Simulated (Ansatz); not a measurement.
```xyz
13

F     1.392   -1.622    0.708
B     0.690   -0.489    0.640
Si    1.751    1.243    0.431
C    -0.853   -0.581    0.665
Si   -1.506   -0.603   -1.109
H     2.644    1.439    1.607
H     0.852    2.425    0.326
H     2.606    1.193   -0.788
H    -1.310    0.301    1.124
H    -1.217   -1.490    1.154
H    -1.020   -1.811   -1.823
H    -2.991   -0.609   -1.094
H    -1.038    0.604   -1.840
```

Charge 0, multiplicity 1.

(1) List the CAM-B3LYP/def2-TZVPP orbital energies in eV (the Gaussian-basis code of Ansatz). (Estimate.)

## Answers

(1) The calculation gave: Occupied: -1801.16, -1800.53, -673.89, -278.49, -187.15, -145.74, -145.18, -101.07, -101.06, -101.06, -100.50, -100.50, -100.48, -35.25, -21.91, -17.47, -16.69, -16.45, -14.81, -14.58, -13.86, -12.93, -11.33, -11.15, -11.15, -11.08, -10.92, -9.36. Lowest empty: -0.24, 1.21, 1.82, 2.12, 2.20, 2.31, 2.45, 2.72.
